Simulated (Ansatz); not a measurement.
**A geometry optimisation of FGeH3Si2 with r2SCAN-D4/def2-SVP**

The starting geometry of this gas-phase singlet was optimised with GFN2-xTB.

| atom | x (Å) | y (Å) | z (Å) |
| --- | --- | --- | --- |
| F | -2.8607 | 0.7514 | 1.4484 |
| Ge | 0.1439 | 2.6396 | 0.0183 |
| Si | -1.5691 | 1.4974 | 0.7823 |
| Si | 0.0770 | 1.3889 | -2.0274 |
| H | -1.2031 | 1.3973 | -2.7578 |
| H | 1.0627 | 1.9296 | -2.9755 |
| H | 0.4149 | -0.0394 | -1.8953 |

Predict what it relaxes into with r2SCAN-D4/def2-SVP.

A new bond forms, giving a structure given below by its coordinates. Contacts that close: Si3–Si4 (3.26 → 2.41 Å).

The energy falls by 0.53 eV over 22 steps:

```
step  E − E(last) (eV)
   1             0.526
   3             0.330
   6             0.190
   8             0.155
  10             0.103
  13             0.026
  15             0.005
  17             0.004
  20             0.000
  22             0.000
```

Final geometry (Å):

```yaml
atoms:
  - { symbol: F, position_ang: [-2.9224, 1.1921, 0.2133] }
  - { symbol: Ge, position_ang: [0.6628, 2.4169, 0.4834] }
  - { symbol: Si, position_ang: [-1.3660, 1.6536, 0.1681] }
  - { symbol: Si, position_ang: [0.1186, 1.2966, -1.7001] }
  - { symbol: H, position_ang: [-1.3806, 0.8555, -1.6501] }
  - { symbol: H, position_ang: [0.1450, 2.1489, -2.9292] }
  - { symbol: H, position_ang: [0.8081, 0.0014, -1.9923] }
```

The end wasn't checked by frequencies. Run with Ansatz 0.2.0, 65 s on 1 thread of Intel(R) Xeon(R) Platinum 8488C (Sapphire Rapids), on a shared host.
